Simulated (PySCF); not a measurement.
**Worked example: refractive index and permittivity of the vapour**

C2H6BrIn, SMILES [CH3][In]([CH3])[Br].

Coordinates come from a B3LYP-D3(BJ)/def2-SVP optimisation. The structure was generated by enumeration; whether it is a known compound was not checked. The def2 effective core potentials stand for the cores of In; spin–orbit coupling is left out.

B3LYP/def2-TZVP (PySCF) gives a mean static polarisability of 85.8 bohr³ and a dipole moment of 3.84 D. Take an ideal gas at 298.15 K and 1 bar, whether or not the substance is that volatile.

Task: Work out n − 1 in the optical limit and the static ε − 1.

Result: 
Polarisability volume α' = 85.8 × 0.148185 = 12.71 Å³. Number density N = p/kT = 2.43e-5 Å⁻³.
Dilute limit of Lorentz–Lorenz: n − 1 = 2π N α' = 0.0019.
Orientation term of Debye: μ²/(3kT) = 8.098 Å³ × μ²(D²) = 119.41 Å³.
ε − 1 = 4π N (α' + μ²/3kT) = 0.040. Orientation of the dipole supplies 90 % of the static response; it can't follow optical fields. Vibrational polarisation and dispersion are left out.
